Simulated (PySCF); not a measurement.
## Field gradients at the hydrogen positions

C10H14.
Geometry (GFN2-xTB, Å), atoms numbered from 1 in this order:
```
atom  x, y, z in Å
C1    -1.1376    2.8276   -0.2630
C2    -0.1175    1.9909   -0.3596
C3    -0.2317    0.5233   -0.5318
C4     1.0699   -0.2205   -0.3140
C5     1.6467   -0.1742    1.1154
C6     1.8829   -1.6898    1.0533
C7     1.0283   -1.7572   -0.2206
C8    -1.1860    0.0003   -1.6129
C9    -1.5081   -0.1335   -0.1945
C10   -2.3416   -0.5355    0.7290
H11   -0.9908    3.8879   -0.1512
H12   -2.1595    2.4859   -0.2865
H13    0.8969    2.3664   -0.3168
H14    1.8014    0.1163   -1.0544
H15    2.5298    0.4452    1.2588
H16    0.8934    0.1063    1.8489
H17    1.5169   -2.2639    1.9018
H18    2.9254   -1.9485    0.8779
H19    1.4604   -2.2994   -1.0596
H20    0.0263   -2.1360   -0.0286
H21   -0.8853   -0.8794   -2.1647
H22   -1.7255    0.7281   -2.2033
H23   -2.1343   -0.3997    1.7784
H24   -3.2724   -1.0209    0.4799
```

Level: PBE0/pcSseg-1 (PySCF, non-relativistic); Q(2H) = 0.00286 b; rigid geometry, the same for H and D, with no vibrational averaging.

Question: Rank these positions by the coupling χzz of a deuteron there, largest first.
A. H11 (vinylic hydrogen)
B. H21 (methylene hydrogen)
C. H16 (methylene hydrogen)
D. H13 (vinylic hydrogen)
E. H14 (methine hydrogen)

Answer: A (228 kHz), B (222 kHz), D (217 kHz), C (210 kHz), E (202 kHz).

Question: What are Vzz, η and χzz (234.96 MHz × Q × Vzz) at all hydrogens?

Answer: 
| atom | bonded to | bond length (Å) | Vzz (au) | η | χzz (kHz) |
| --- | --- | --- | --- | --- | --- |
| H11 | C1 | 1.076 | 0.3399 | 0.05 | 228 |
| H12 | C1 | 1.078 | 0.3338 | 0.06 | 224 |
| H13 | C2 | 1.083 | 0.3227 | 0.07 | 217 |
| H14 | C4 | 1.094 | 0.3004 | 0.03 | 202 |
| H15 | C5 | 1.088 | 0.3154 | 0.00 | 212 |
| H16 | C5 | 1.088 | 0.3125 | 0.01 | 210 |
| H17 | C6 | 1.088 | 0.3150 | 0.00 | 212 |
| H18 | C6 | 1.088 | 0.3135 | 0.01 | 211 |
| H19 | C7 | 1.088 | 0.3150 | 0.00 | 212 |
| H20 | C7 | 1.088 | 0.3072 | 0.01 | 206 |
| H21 | C8 | 1.081 | 0.3302 | 0.07 | 222 |
| H22 | C8 | 1.081 | 0.3283 | 0.07 | 221 |
| H23 | C10 | 1.078 | 0.3353 | 0.05 | 225 |
| H24 | C10 | 1.079 | 0.3339 | 0.05 | 224 |

Question: How does χzz go with the bond length over the 14 C–H bonds?

Answer: A straight-line fit has a slope of -14.7 kHz for each 0.01 Å, with a correlation coefficient of -0.98, over lengths from 1.076 to 1.094 Å. The longer bonds have the smaller couplings here.

The structure is a single GFN2-xTB conformer in the gas phase; no vibrational or solvent corrections. GFN2-xTB bond lengths can be off by several hundredths of an ångström, more for odd bonds, and the gradients follow them. The small basis limits the accuracy of the gradients.

The run behind these numbers computed NMR shieldings as well. The run took 47 s wall on an Arm Neoverse V2 with one thread, no GPU, shared host, and the process peaked at 1.0 GiB of memory.
